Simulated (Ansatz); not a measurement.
**Nudged elastic band run: ClF$_{2}$GeH**

Input:

```yaml
crystal:
  periodic: [false, false, false]
  atoms:
    - { symbol: Ge, position_ang: [0.209734, 0.045094, 0.240755] }
    - { symbol: H, position_ang: [0.185763, -0.002493, 1.776532] }
    - { symbol: F, position_ang: [1.849175, 0.029261, -0.339736] }
    - { symbol: Cl, position_ang: [-0.77832, 1.753515, -0.592178] }
    - { symbol: F, position_ang: [-0.52725, -1.384777, -0.420572] }
basis:
  gaussian: { orbitals: def2-SVP }
hamiltonian:
  xc: pbe
neb:
  order_check: false
  images: 7
  f_tol: 0.05
  max_iterations: 60
  final_atoms:
    - { symbol: Ge, position_ang: [-0.59581903, 0.56513752, 0.8675243] }
    - { symbol: H, position_ang: [1.11422382, -0.75722208, 0.17339535] }
    - { symbol: F, position_ang: [1.63858976, -0.0129471, 0.53445258] }
    - { symbol: Cl, position_ang: [-0.80695119, 1.75708631, -0.98559877] }
    - { symbol: F, position_ang: [-0.41094137, -1.11145465, 0.07502753] }
  initial_path:
    images:
      - { positions_ang: [[0.209734, 0.045094, 0.240755], [0.185763, -0.002493, 1.776532], [1.849175, 0.029261, -0.339736], [-0.77832, 1.753515, -0.592178], [-0.52725, -1.384777, -0.420572]] }
      - { positions_ang: [[0.15721251, 0.03386532, 0.18066132], [0.38139024, -0.00236056, 1.69685209], [1.83998868, 0.02186485, -0.13010661], [-0.84580708, 1.7683045, -0.62742906], [-0.59368235, -1.38107411, -0.45517674]] }
      - { positions_ang: [[0.10469101, 0.02263663, 0.12056765], [0.57701748, -0.00222812, 1.61717218], [1.83080236, 0.0144687, 0.07952277], [-0.91329415, 1.78309399, -0.66268013], [-0.66011469, -1.37737121, -0.48978147]] }
      - { positions_ang: [[0.05216952, 0.01140795, 0.06047397], [0.77264472, -0.00209567, 1.53749227], [1.82161603, 0.00707255, 0.28915216], [-0.98078123, 1.79788349, -0.69793119], [-0.72654704, -1.37366832, -0.52438621]] }
      - { positions_ang: [[-0.00035198, 0.00017927, 0.00038029], [0.96827196, -0.00196323, 1.45781237], [1.81242971, -0.0003236, 0.49878154], [-1.0482683, 1.81267298, -0.73318226], [-0.79297939, -1.36996542, -0.55899094]] }
      - { positions_ang: [[-0.14921874, 0.14141883, 0.21716629], [1.00475992, -0.19077795, 1.13670811], [1.76896973, -0.00347947, 0.5076993], [-0.98793902, 1.79877632, -0.79628638], [-0.69746988, -1.30533773, -0.40048632]] }
      - { positions_ang: [[-0.2980855, 0.28265839, 0.4339523], [1.04124789, -0.37959266, 0.81560386], [1.72550974, -0.00663535, 0.51661706], [-0.92760975, 1.78487965, -0.85939051], [-0.60196038, -1.24071004, -0.24198171]] }
      - { positions_ang: [[-0.44695227, 0.42389796, 0.6507383], [1.07773585, -0.56840737, 0.4944996], [1.68204975, -0.00979122, 0.52553482], [-0.86728047, 1.77098298, -0.92249464], [-0.50645087, -1.17608234, -0.08347709]] }
      - { positions_ang: [[-0.59581903, 0.56513752, 0.8675243], [1.11422382, -0.75722208, 0.17339535], [1.63858976, -0.0129471, 0.53445258], [-0.80695119, 1.75708631, -0.98559877], [-0.41094137, -1.11145465, 0.07502753]] }
```

Run as:

```bash
$ ansatz run input.yaml --threads 2 --pin off --max-ram 3072MiB --backend cpu --events-out ev --progress --plain --runs-dir out
```

Output, in part (warnings, iteration lines, the closing report on the highest movable image, with atoms numbered from 0):

```
NEB end point (image 0): max|allowed force component| = 1.567e-3 eV/Å (the criterion of neb.relax_end_points is 1.000e-2)
NEB end point (image 8): max|allowed force component| = 1.411e-2 eV/Å (the criterion of neb.relax_end_points is 1.000e-2)
NEB iter   1: max|band force component| = 1.066e1 eV/Å  barrier→ = 3.5182 eV  barrier← = 3.0604 eV  Δτ_max = 0.1951 Å  (233 SCF iters)
NEB iter   2: max|band force component| = 2.547e0 eV/Å  barrier→ = 2.3446 eV  barrier← = 1.8868 eV  Δτ_max = 0.1969 Å  (229 SCF iters)
NEB iter   3: max|band force component| = 1.622e0 eV/Å  barrier→ = 2.0589 eV  barrier← = 1.6011 eV  Δτ_max = 0.1976 Å  (212 SCF iters)
NEB iter   4: max|band force component| = 1.450e0 eV/Å  barrier→ = 1.9580 eV  barrier← = 1.5003 eV  Δτ_max = 0.1981 Å  (213 SCF iters)
NEB iter   5: max|band force component| = 1.024e0 eV/Å  barrier→ = 2.1728 eV  barrier← = 1.7150 eV  Δτ_max = 0.1614 Å  (207 SCF iters)
NEB iter   6: max|band force component| = 2.735e0 eV/Å  barrier→ = 2.1763 eV  barrier← = 1.7186 eV  Δτ_max = 0.0837 Å  (208 SCF iters)
NEB iter   7: max|band force component| = 1.261e0 eV/Å  barrier→ = 2.0758 eV  barrier← = 1.6180 eV  Δτ_max = 0.1703 Å  (191 SCF iters)
NEB iter   8: max|band force component| = 9.938e-1 eV/Å  barrier→ = 1.7863 eV  barrier← = 1.3285 eV  Δτ_max = 0.1292 Å  (208 SCF iters)
NEB iter   9: max|band force component| = 1.083e0 eV/Å  barrier→ = 1.7992 eV  barrier← = 1.3414 eV  Δτ_max = 0.0430 Å  (193 SCF iters)
NEB iter  10: max|band force component| = 5.923e-1 eV/Å  barrier→ = 1.8048 eV  barrier← = 1.3470 eV  Δτ_max = 0.0494 Å  (180 SCF iters)
NEB iter  11: max|band force component| = 1.184e0 eV/Å  barrier→ = 1.7880 eV  barrier← = 1.3302 eV  CI = image 2  Δτ_max = 0.0654 Å  (181 SCF iters)
NEB iter  12: max|band force component| = 7.942e-1 eV/Å  barrier→ = 1.9346 eV  barrier← = 1.4768 eV  CI = image 2  Δτ_max = 0.1166 Å  (189 SCF iters)
NEB iter  13: max|band force component| = 1.301e0 eV/Å  barrier→ = 2.0100 eV  barrier← = 1.5522 eV  CI = image 2  Δτ_max = 0.0297 Å  (195 SCF iters)
NEB iter  14: max|band force component| = 1.808e-1 eV/Å  barrier→ = 2.0143 eV  barrier← = 1.5565 eV  CI = image 2  Δτ_max = 0.0180 Å  (182 SCF iters)
NEB iter  15: max|band force component| = 7.330e-2 eV/Å  barrier→ = 2.0138 eV  barrier← = 1.5560 eV  CI = image 2  Δτ_max = 0.0144 Å  (184 SCF iters)
NEB iter  16: max|band force component| = 2.370e-2 eV/Å  barrier→ = 2.0136 eV  barrier← = 1.5558 eV  CI = image 2  Δτ_max = 0.0000 Å  (375 SCF iters)
Total energy: -74457.71416210 eV, -2736.2705262060 hartree
Atom 0 at    -0.233009     0.050128     0.350621 Å, force     0.002602    -0.001186     0.007908 eV/Å
Atom 1 at     0.960900    -0.024281     1.452162 Å, force    -0.008169     0.003236     0.004724 eV/Å
Atom 2 at     1.739670     0.004424     0.308290 Å, force     0.005904    -0.003129    -0.008313 eV/Å
Atom 3 at    -0.859624     1.755944    -0.832650 Å, force    -0.001047    -0.001778    -0.000970 eV/Å
Atom 4 at    -0.668835    -1.345615    -0.613623 Å, force     0.000710     0.002857    -0.003347 eV/Å
Dipole moment:    -0.112725     0.083024     0.415683 e Å
```

It converged. Neighbouring images differ by up to 1.3 eV, so the band resolves the path poorly. A vibrational analysis at the climbing image gives one clearly imaginary mode, 1115i cm⁻¹: a first-order saddle point. The orbitals stay closed-shell, which can raise the energy where a bond breaks towards radicals; this wasn't checked here.

Final band (atoms are numbered from 1 in the order of the input):

```tsv
image	path coordinate (Å)	energy (eV)	Ge1–H2 (Å)	H2–F3 (Å)
0	0.00	0.00	1.54	2.69
1	0.62	0.68	1.53	2.07
2	1.24	2.01	1.63	1.38
3	1.76	1.04	2.06	0.97
4	2.27	0.81	2.70	0.94
5	2.79	0.78	2.92	0.94
6	3.30	0.72	2.88	0.94
7	3.82	0.59	2.65	0.94
8	4.33	0.46	2.27	0.98
```

Run time: 120 s on 2 threads of AMD EPYC 7R43 64-Core Processor (Zen 3) (shared host), peak memory 0.14 GiB.
